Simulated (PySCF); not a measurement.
Job file and geometry (Å, from GFN2-xTB) of an NMR shielding run on `CN([SiH3])CC[SiH](F)F`, C₃H₁₁F₂NSi₂, PySCF 2.14.0, density-fitted response routines, GIAO PBE0/pcSseg-1 NMR shielding, non-relativistic, gas phase; density fitting, a coarse starting grid and PySCF grid level 2 are the driver's defaults:

```
$ OMP_NUM_THREADS=1 python probes_run.py task.json out

{"job": {"kind": "nmr", "xc": "PBE0", "basis": "pcSseg-1"}, "charge": 0, "multiplicity": 1}
C     -1.588731    -1.117482    -0.937684
N     -1.198325    -0.383635     0.240614
Si    -2.162649     0.917236     0.821865
C      0.208055    -0.456268     0.539759
C      1.087361     0.393926    -0.392434
Si     2.919178     0.317342     0.039426
F      3.783883     1.059799    -1.086105
F      3.440453    -1.191103    -0.094150
H     -1.232371    -0.654032    -1.865269
H     -2.674096    -1.169933    -0.984512
H     -1.189975    -2.134500    -0.888169
H     -2.068288     2.174361     0.055820
H     -1.693561     1.161816     2.184834
H     -3.539950     0.431947     0.761062
H      0.347023    -0.118787     1.569145
H      0.526153    -1.504056     0.481646
H      0.722877     1.422464    -0.355202
H      0.944260     0.050337    -1.420972
H      3.358899     0.809818     1.322865
```

Q: Write the output of this run.

A: 
```
coarse grid: 16560 points
cycle   1  E = -953.6214608841  dE =  6.432e-01  |g| = 7.881e-01  |ddm| = 3.823e+00
cycle   2  E = -953.5212686688  dE =  1.002e-01  |g| = 1.146e+00  |ddm| = 1.385e+00
cycle   3  E = -953.7292893987  dE = -2.080e-01  |g| = 7.033e-02  |ddm| = 8.368e-01
cycle   4  E = -953.7300513638  dE = -7.620e-04  |g| = 3.464e-02  |ddm| = 7.332e-02
cycle   5  E = -953.7303176286  dE = -2.663e-04  |g| = 7.329e-03  |ddm| = 3.240e-02
cycle   6  E = -953.7303273830  dE = -9.754e-06  |g| = 2.338e-03  |ddm| = 8.240e-03
final grid: 150768 points
cycle   7  E = -953.7861055507  dE = -4.553e-05  |g| = 6.545e-03  |ddm| = 2.697e-02
cycle   8  E = -953.7861024073  dE =  3.143e-06  |g| = 7.419e-03  |ddm| = 1.107e-02
cycle   9  E = -953.7861156228  dE = -1.322e-05  |g| = 4.951e-04  |ddm| = 6.099e-03
cycle  10  E = -953.7861156688  dE = -4.596e-08  |g| = 1.869e-04  |ddm| = 6.337e-04
cycle  11  E = -953.7861156752  dE = -6.359e-09  |g| = 6.497e-05  |ddm| = 1.714e-04
cycle  12  E = -953.7861156760  dE = -7.944e-10  |g| = 1.710e-05  |ddm| = 7.816e-05
converged SCF energy = -953.7861156760

GIAO shielding tensors (ppm)
atom      isotropic    diamagn.    paramagn.     s11        s22        s33       span
  0 C      148.165     245.353     -97.188    121.550    135.812    187.132     65.583
  1 N      244.579     327.536     -82.957    215.927    245.756    272.054     56.127
  2 Si     398.194     881.694    -483.500    341.871    367.633    485.078    143.207
  3 C      137.020     247.417    -110.398    114.403    124.220    172.436     58.033
  4 C      169.085     258.633     -89.547    148.352    177.837    181.068     32.716
  5 Si     350.083     875.217    -525.134    312.857    328.899    408.495     95.638
  6 F      326.189     465.765    -139.576    247.391    359.221    371.954    124.563
  7 F      331.128     468.261    -137.134    259.344    366.034    368.004    108.661
  8 H       28.780      30.825      -2.045     24.070     27.330     34.941     10.871
  9 H       28.868      29.722      -0.854     24.108     27.272     35.224     11.115
 10 H       29.370      29.996      -0.626     25.477     26.473     36.159     10.682
 11 H       26.905      30.371      -3.466     23.017     25.154     32.545      9.528
 12 H       27.172      30.944      -3.772     23.912     25.483     32.122      8.210
 13 H       27.152      30.209      -3.057     23.553     25.384     32.518      8.965
 14 H       28.539      33.778      -5.239     22.883     29.696     33.036     10.152
 15 H       28.888      33.146      -4.258     22.740     30.144     33.781     11.041
 16 H       31.078      33.989      -2.911     25.979     31.409     35.846      9.867
 17 H       29.852      33.683      -3.831     24.609     31.344     33.602      8.993
 18 H       26.715      28.193      -1.478     23.049     24.284     32.811      9.762
```

Q: Turn these shieldings into chemical shifts. Scale: ¹³C (σref 186.93) and ²⁹Si (σref 349.16) and ¹H (σref 31.72) vs TMS; ¹⁵N (σref 267.73) vs NH3; ¹⁹F (σref 170.95) against CFCl3 (reference shieldings calculated alike).

A: Averaging equivalent atoms: C 3: 49.9; C 0: 38.8; C 4: 17.8; N 1: 23.2; Si 5: -0.9; Si 2: -49.0; F 6/7: -157.7; H 18: 5.00; H 11/12/13: 4.64; H 14/15: 3.00; H 8/9/10: 2.71; H 16/17: 1.25 ppm. Unscaled 19F shifts against computed CFCl3 carry errors that often reach 10 to 50 ppm. Experimental scales use liquid or dissolved standards, which lie at an offset from isolated NH3 (liquid NH3: subtract about 20 ppm).

Size and cost of the density-fitted run: 205 basis functions, 58 s wall time on 1 thread of an Arm Neoverse N1, shared host; peak memory 0.86 GiB.
